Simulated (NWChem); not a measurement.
# MgH2SO; SMILES [Mg]([OH])[SH]

```xyz
5

Mg     0.0232    -0.5914     0.0008
O      0.0108    -2.3870    -0.0634
H      0.0094    -3.0465     0.6369
S      0.0575     1.7144    -0.0083
H     -1.2937     1.8100    -0.0068
```
Atoms are numbered in this order, from 1.

The geometry was optimised at B3LYP/6-31G* (spherical d).

Task: List the 6 lowest vertical singlet excitations from Hartree-Fock/aug-cc-pVDZ, CIS (NWChem).

Result: 
```json
[
 {"state": "S1", "energy (eV)": "5.37", "oscillator strength": "0.077", "leading excitation (squared amplitude)": "HOMO → LUMO (0.58)"},
 {"state": "S2", "energy (eV)": "6.48", "oscillator strength": "0.001", "leading excitation (squared amplitude)": "HOMO → LUMO+7 (0.34)"},
 {"state": "S3", "energy (eV)": "6.57", "oscillator strength": "0.141", "leading excitation (squared amplitude)": "HOMO−1 → LUMO (0.51)"},
 {"state": "S4", "energy (eV)": "6.86", "oscillator strength": "0.001", "leading excitation (squared amplitude)": "HOMO → LUMO+6 (0.29)"},
 {"state": "S5", "energy (eV)": "7.07", "oscillator strength": "0.052", "leading excitation (squared amplitude)": "HOMO−2 → LUMO (0.53)"},
 {"state": "S6", "energy (eV)": "7.25", "oscillator strength": "0.122", "leading excitation (squared amplitude)": "HOMO → LUMO+8 (0.34)"}
]
```
